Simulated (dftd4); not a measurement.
C6H9O, doublet, geometry from GFN2-xTB; D4 for r2scan (dftd4 4.2.0).

Input for dftd4:
```
$ dftd4 mol.xyz --func r2scan --charge 0 --json dftd4.json --noedisp

# file mol.xyz
16

O     -0.95681355     0.20131402    -1.86622456
C     -0.81995460     0.09396599    -0.66925929
C     -0.68660874     1.30023976     0.26123098
C      0.77067646     1.15169514     0.37646530
C      1.27255642     0.00826442     1.17194038
C      0.87401466    -1.29884919     0.45123550
C     -0.60129775    -1.21925720     0.05490010
H     -1.00011768     2.21462533    -0.23542150
H     -1.21774724     1.14909270     1.19970155
H      1.40889838     1.62628220    -0.34826660
H      2.35516696     0.05010118     1.29024741
H      0.81056252     0.00753765     2.16444418
H      1.47944774    -1.40772024    -0.45044892
H      1.05612663    -2.16096624     1.09584592
H     -0.86317371    -2.04160412    -0.61128222
H     -1.23097369    -1.26421439     0.94589887
```

Write the output that dftd4 gives for this input, abridged.


```
                    ____  _____ _____     ____  _  _
      -------------|  _ \|  ___|_   _|---|  _ \| || |------------
     |             | | | | |_    | | ___ | | | | || |_           |
     |             | |_| |  _|   | ||___|| |_| |__   _|          |
     |             |____/|_|     |_|     |____/   |_|            |
     |             ===================================           |
     |            E. Caldeweyher, S. Ehlert & S. Grimme          |
     |          Mulliken Center for Theoretical Chemistry        |
     |                    University of Bonn                     |
      -----------------------------------------------------------

Rational (Becke-Johnson) damping: r2scan-D4-ATM
---------------------
  s6         1.0000
  s8         0.6019
  s9         1.0000
  a1         0.5156
  a2         5.7734
 alp        16.0000
--------------------

Dispersion energy:      -3.7084847124933E-03 Eh

[Info] JSON dump of results written to 'dftd4.json'
```
